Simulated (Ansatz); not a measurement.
Basis-set extrapolation for `c1ccc(Sc2ccccc2)cc1` (PBE0-D4/def2-TZVP geometry, frozen core, the Gaussian-basis code of Ansatz). Multiplicity 1, RHF reference.

```tsv
	def2-TZVPP	def2-QZVPP
HF	-857.943381	-857.973266
MP2 correlation	-2.059731	-2.194035
CCSD(T) correlation	-2.218451	not run
```

Energies in hartree. Use E(X) = E(∞) + A·exp(−7.88·√X) for Hartree–Fock and E(X) = E(∞) + B·X^(−2.97) for correlation, with X = 3 and 4, and add CCSD(T) minus MP2 of the smaller set to the MP2 limit.

Problem. What is the CCSD(T) energy at the basis-set limit?

Solution. HF limit: -857.973266 + (-0.029885) × 0.13774 = -857.97738. MP2 limit: -2.194035 + (-0.134304) × 0.74074 = -2.29352. Higher-order term: -2.218451 − (-2.059731) = -0.15872. Total: -860.42962 hartree, 703.1 kJ/mol below CCSD(T)/def2-TZVPP.
